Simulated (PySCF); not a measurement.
A GIAO shielding run with PySCF 2.14.0 with density-fitted response routines (density fitting, non-relativistic, gas phase) on `InChI=1S/C5H10O3Si/c6-2-1-5-8-3-4(7)9-5/h5-6H,1-3,9H2/t5-/m0/s1`:

```
$ OMP_NUM_THREADS=1 python probes_run.py task.json out

{"job": {"kind": "nmr", "xc": "PBE0", "basis": "pcSseg-1"}, "charge": 0, "multiplicity": 1}
O     -3.355858     0.034994    -1.320672
C     -2.375014     0.024203    -0.618112
C     -2.432884    -0.187521     0.887543
O     -1.215935     0.162766     1.492839
C     -0.101672    -0.308129     0.731077
C      1.165316     0.342587     1.261949
C      2.331411    -0.020245     0.354765
O      2.015467     0.415083    -0.954269
Si    -0.502522     0.181755    -1.076752
H     -3.217213     0.410903     1.354847
H     -2.660897    -1.255116     1.054878
H     -0.025427    -1.401595     0.864537
H      1.024488     1.422869     1.260014
H      1.378328     0.022290     2.282672
H      3.251583     0.468623     0.699258
H      2.482720    -1.107121     0.367191
H      2.643719     0.049570    -1.584769
H     -0.157093    -0.827397    -2.072468
H     -0.258321     1.580731    -1.391423
```

Hardware: 1 thread of an Arm Neoverse N1, shared host. The job also computes population analyses, field gradients, ring-centre shieldings.

Problem. How large is the calculation?

Solution. 78 electrons, 210 basis functions and 1111 auxiliary functions.

Problem. How long does it take, and how much memory does it need?

Solution. 89 s of wall time, with 15 SCF cycles and 5 response iterations; peak memory 0.94 GiB. Times on a shared host scatter by some tens of per cent.
